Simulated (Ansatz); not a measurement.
Born–Oppenheimer molecular dynamics of FGeH$_{3}$O (6 atoms, charge 0, multiplicity 1). It starts from a relaxed structure.

The calculation used RKS LDA/def2-TZVP (Ansatz).

```json
{
 "ensemble": "NVE (velocity Verlet)",
 "time step": "0.5 fs",
 "steps asked": "100",
 "starting velocities drawn for": "100 K",
 "seed": "963428"
}
```

First frame:

```xyz
6
Properties=species:S:1:pos:R:3
Ge 0.045 -0.013 -0.003
F 0.138 0.108 1.727
H 1.475 -0.016 -0.549
H -0.898 1.129 -0.426
O -0.610 -1.597 -0.385
H -1.542 -1.700 -0.123
```

**Question.** What does the run give?

**Answer.** The run went to its last step.

* steps done: 100
* time covered: 50 fs
* mean temperature over the second half: 47 K
* spread of the potential energy over the second half: 0.8 meV per atom
* mean potential energy of the second half above the start: 4.6 meV per atom

The conserved energy stayed within 0.065 meV per atom of its start (net change 0.03 meV per atom), so the integration is sound. A run of 0.05 ps of so small a system gives no equilibrium averages.

**Question.** What happens to the structure?

**Answer.** The same pairs are bonded in the first frame and the last. Pairs count as bonded within 1.25 times the sum of covalent radii (0.12 Å more for H–H). Another seed would give other details.

**Question.** How do temperature and energy run in time?

**Answer.** 
```json
{"time (fs)": "0", "T (K)": "100", "potential energy less start (eV)": "0.000", "conserved less start (meV/atom)": "0.00"}
{"time (fs)": "2.5", "T (K)": "71", "potential energy less start (eV)": "0.015", "conserved less start (meV/atom)": "0.06"}
{"time (fs)": "5", "T (K)": "76", "potential energy less start (eV)": "0.012", "conserved less start (meV/atom)": "0.01"}
{"time (fs)": "7.5", "T (K)": "47", "potential energy less start (eV)": "0.027", "conserved less start (meV/atom)": "0.05"}
{"time (fs)": "10", "T (K)": "36", "potential energy less start (eV)": "0.033", "conserved less start (meV/atom)": "0.03"}
{"time (fs)": "12.5", "T (K)": "29", "potential energy less start (eV)": "0.037", "conserved less start (meV/atom)": "0.03"}
{"time (fs)": "15", "T (K)": "25", "potential energy less start (eV)": "0.039", "conserved less start (meV/atom)": "0.05"}
{"time (fs)": "17.5", "T (K)": "47", "potential energy less start (eV)": "0.028", "conserved less start (meV/atom)": "0.01"}
{"time (fs)": "20", "T (K)": "33", "potential energy less start (eV)": "0.035", "conserved less start (meV/atom)": "0.06"}
{"time (fs)": "22.5", "T (K)": "63", "potential energy less start (eV)": "0.019", "conserved less start (meV/atom)": "0.00"}
{"time (fs)": "25", "T (K)": "48", "potential energy less start (eV)": "0.027", "conserved less start (meV/atom)": "0.06"}
{"time (fs)": "27.5", "T (K)": "58", "potential energy less start (eV)": "0.022", "conserved less start (meV/atom)": "0.02"}
{"time (fs)": "30", "T (K)": "50", "potential energy less start (eV)": "0.026", "conserved less start (meV/atom)": "0.04"}
{"time (fs)": "32.5", "T (K)": "48", "potential energy less start (eV)": "0.027", "conserved less start (meV/atom)": "0.04"}
{"time (fs)": "35", "T (K)": "54", "potential energy less start (eV)": "0.024", "conserved less start (meV/atom)": "0.01"}
{"time (fs)": "37.5", "T (K)": "37", "potential energy less start (eV)": "0.033", "conserved less start (meV/atom)": "0.06"}
{"time (fs)": "40", "T (K)": "59", "potential energy less start (eV)": "0.021", "conserved less start (meV/atom)": "0.00"}
{"time (fs)": "42.5", "T (K)": "34", "potential energy less start (eV)": "0.034", "conserved less start (meV/atom)": "0.06"}
{"time (fs)": "45", "T (K)": "47", "potential energy less start (eV)": "0.028", "conserved less start (meV/atom)": "0.02"}
{"time (fs)": "47.5", "T (K)": "32", "potential energy less start (eV)": "0.036", "conserved less start (meV/atom)": "0.05"}
{"time (fs)": "50", "T (K)": "34", "potential energy less start (eV)": "0.034", "conserved less start (meV/atom)": "0.03"}
```

Time of the run: 58 s on 4 threads of Arm Neoverse V1, on a shared host, peak memory 0.19 GiB.
